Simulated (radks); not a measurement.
The numbers below are computed, except where a source is named.
Valence configurations of the gadolinium ion Gd+ (all share [Xe]). Code: a radial shooting solver on a logarithmic mesh with Libxc functionals. Model: scalar-relativistic Kohn-Sham, PBE, spin-unpolarised, spherical densities, point nucleus. Energies are relative to 4f7 5d1 6s1; eigenvalues in eV.

valence          E (eV)    e(4f)    e(5d)   e(6p)    e(6s)
4f7 5d1 6s1       0.000  -15.030   -8.404       -   -9.276
4f7 5d2           1.111  -13.005   -7.095       -        -
4f7 6s2          -0.599  -17.350        -       -  -10.200
4f6 5d2 6s1       9.304  -21.745   -9.730       -   -9.781
4f7 6s1 6p1       3.264  -18.606        -  -6.968  -10.868
4f6 5d1 6s2       9.585  -24.289  -11.357       -  -10.734
4f8 5d1          -2.564   -7.479   -5.934       -        -
4f8 6s1          -4.330   -9.170        -       -   -8.633
4f6 5d3           9.654  -19.461   -8.244       -        -
4f6 5d1 6s1 6p1  13.719  -25.517  -12.335  -7.224  -11.400

NIST lists [Xe] 4f7 5d1 6s1 as the ground configuration; this level of theory puts 4f8 6s1 lower, by 4.330 eV. The energies are those of spherical spin-averaged densities, not of single terms.
